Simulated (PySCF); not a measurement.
**Two-component Hartree-Fock for Rb (rubidium, neutral)**

Start: [Kr] 5s1; 5s1/2 filled at m_j = +1/2. Calculated with PySCF 2.14 in x2c-SVPall-2c (6s7p6d1f, 64 functions): generalised Hartree-Fock with the X2C-1e Hamiltonian and a Gaussian nucleus; one run each with spin-orbit coupling (SO) switched off, then screened by Boettger's factors.

| spinor shell | electrons | ε, spin-free (eV) | ε, screened SO (eV) | weight of nominal j (screened SO) | rms radius, screened SO (bohr) |
| --- | --- | --- | --- | --- | --- |
| 1s1/2 | 2 | -15285.1 | -15284.7 | 1.000 | 0.0464 |
| 2s1/2 | 2 | -2107.4 | -2107.3 | 1.000 | 0.192 |
| 2p1/2 | 2 | -1863.3 | -1905.2 | 1.000 | 0.169 |
| 2p3/2 | 4 | -1863.3 | -1843.3 | 1.000 | 0.173 |
| 3s1/2 | 2 | -341.93 | -341.90 | 1.000 | 0.544 |
| 3p1/2 | 2 | -260.91 | -267.50 | 1.000 | 0.549 |
| 3p3/2 | 4 | -260.91 | -257.76 | 1.000 | 0.560 |
| 3d3/2 | 4 | -126.73 | -127.69 | 1.000 | 0.576 |
| 3d5/2 | 6 | -126.73 | -126.06 | 1.000 | 0.579 |
| 4s1/2 | 2 | -42.783 | -42.779 | 1.000 | 1.59 |
| 4p1/2 | 2 | -22.259 | -22.881 | 0.999 | 1.85 |
| 4p3/2 | 4 | -22.259 | -21.958 | 0.999 | 1.87 |
| 5s1/2 | 1 | -3.809 | -3.809 | 1.000 | 5.94 |

```tsv
quantity	spin-free	screened SO
E (hartree)	-2978.74080	-2978.93617
M_J	1/2	1/2
⟨J²⟩	0.750	0.750
⟨L²⟩	0.000	0.004
⟨S²⟩	0.750	0.754
```

Breit and QED terms are absent; they matter most for the inner s and p1/2 levels.

Densities and radii are taken from the X2C orbitals without a picture-change correction, which distorts them close to the nucleus.

Without spin-orbit coupling the j labels of p, d and f shells carry no meaning; the spin-free column gives the mean over the occupied spinors of each nl shell.
